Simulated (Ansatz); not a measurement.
System: SnH₃, charge 0, doublet. SnH3 (SMILES [SnH3], doublet).
B3LYP-D3(BJ)/def2-TZVP minimum from Ansatz (an electronic-structure program):
```
Sn
H 1 1.7237
H 1 1.7237 2 109.12
H 1 1.7237 2 109.12 3 119.15
```
Charge 0, spin multiplicity 2.

Total energies in def2-TZVPP, 7 correlated electrons, 9 frozen orbitals. Open shells are spin-unrestricted; no spin-orbit coupling. Correlated methods leave the cores frozen (noble-gas shells, and filled d and f shells in the p block). Past Kr the def2 sets carry scalar-relativistic core potentials. Spin-orbit terms, left out, reach several kcal/mol for Br and I, and more for heavier atoms.

| method | program | energy (Eh) | minus CCSDT(Q) (mEh) |
|---|---|---|---|
| HF | Ansatz | -215.04856 | 131.75 |
| MP2 | Ansatz | -215.15176 | 28.55 |
| CCSD | Ansatz | -215.17666 | 3.65 |
| CCSD(T) | Ansatz | -215.17954 | 0.77 |
| CCSDT(Q) | Ansatz | -215.18031 | 0.00 |

Rough core times of Ansatz's runs on a shared machine: CCSD(T) under 20 s, CCSDT(Q) 2 min.
